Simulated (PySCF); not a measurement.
# Radial density of Cl²⁺ (chlorine, charge +2)

UHF, [Ne] 3s2 3p2 4s1, high-spin 4P determinant (an excited configuration). Computed with PySCF 2.14 in aug-cc-pVTZ-DK, with scalar relativity by spin-free X2C-1e.

| r (bohr) | 4πr²ρ (e/bohr) | 4πr²(ρα − ρβ) |
| --- | --- | --- |
| 0.00190 | 0.1661 | 0.0002 |
| 0.00319 | 0.4289 | 0.0004 |
| 0.00537 | 1.083 | 0.0010 |
| 0.00903 | 2.617 | 0.0025 |
| 0.0152 | 5.851 | 0.0055 |
| 0.0255 | 11.44 | 0.0112 |
| 0.0430 | 17.80 | 0.0218 |
| 0.0723 | 19.25 | 0.0517 |
| 0.122 | 14.14 | 0.1585 |
| 0.204 | 15.16 | 0.3578 |
| 0.344 | 19.14 | 0.2711 |
| 0.579 | 8.552 | 0.0256 |
| 0.973 | 3.322 | 1.2082 |
| 1.64 | 2.531 | 1.2846 |
| 2.75 | 0.5695 | 0.4682 |
| 4.63 | 0.2057 | 0.2053 |
| 7.79 | 0.005434 | 0.0054 |

Densities and radii are taken from the X2C orbitals without a picture-change correction, which distorts them close to the nucleus.

The outer electron is Rydberg-like, and this basis confines it to a smaller radius and binds it less than a complete one would.
